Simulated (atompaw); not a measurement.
## Logarithmic derivatives: cobalt (Co), PAW (atompaw)

atompaw 4.2.0.5 input, output lines left out:

```
Co 27
LDA-PW scalarrelativistic loggrid 1500 logderivrange -3 5 201
4 4 3 0 0 0
4 1 0
3 2 7
0 0 0
c
c
c
v
c
c
v
v
2
3.00 2.30 2.30 2.05
y
0.4
n
y
-0.17
n
y
-0.15
n
custom rrkj gramschmidtortho besselshape
3 1 troulliermartins
2.20
3.00
3.00
3.00
1.40
1.40
```

The phase is arctan(r·u′/u) with u = r·R(r), unwrapped; energies in Ry, scanned from -3 to 5 Ry. A pole is an energy at which the radial function vanishes at the test radius. The pseudo phase is shifted by a multiple of π to meet the all-electron one at the reference energy, and phase errors are pseudo minus all-electron; the curves can meet again beyond the range given. Levels narrower than the energy grid can be missing from the lists of poles.

```json
{"channel": "s", "radius (bohr)": "3.02", "reference energy (Ry)": "-0.42", "poles, all-electron": "0.49", "poles, pseudo": "0.49, 1.02", "unbroken range about the reference energy with phases within 0.05 rad": "below 1.0", "phase error 1 Ry above the reference energy (rad)": "-0.000"}
{"channel": "p", "radius (bohr)": "3.02", "reference energy (Ry)": "-0.10", "poles, all-electron": "1.31", "poles, pseudo": "1.30, 4.58", "unbroken range about the reference energy with phases within 0.05 rad": "below 2.6", "phase error 1 Ry above the reference energy (rad)": "-0.001"}
{"channel": "d", "radius (bohr)": "3.02", "reference energy (Ry)": "-0.62", "poles, all-electron": "-0.57, 2.81", "poles, pseudo": "-0.57, 2.83", "unbroken range about the reference energy with phases within 0.05 rad": "below 4.7", "phase error 1 Ry above the reference energy (rad)": "+0.000"}
```

Phases in the s channel:

```csv
E (Ry),all-electron,pseudo
-3.00,1.353,1.353
-2.52,1.325,1.325
-2.04,1.281,1.281
-1.56,1.203,1.203
-1.08,1.010,1.010
-0.60,0.049,0.049
-0.12,-1.272,-1.272
0.36,-1.534,-1.534
0.84,-1.647,-1.647
1.32,-1.735,-4.875
1.80,-1.843,-4.981
2.28,-2.050,-5.176
2.76,-2.731,-5.769
3.24,-3.992,-7.021
3.72,-4.392,-7.485
4.20,-4.533,-7.643
4.68,-4.606,-7.722
```
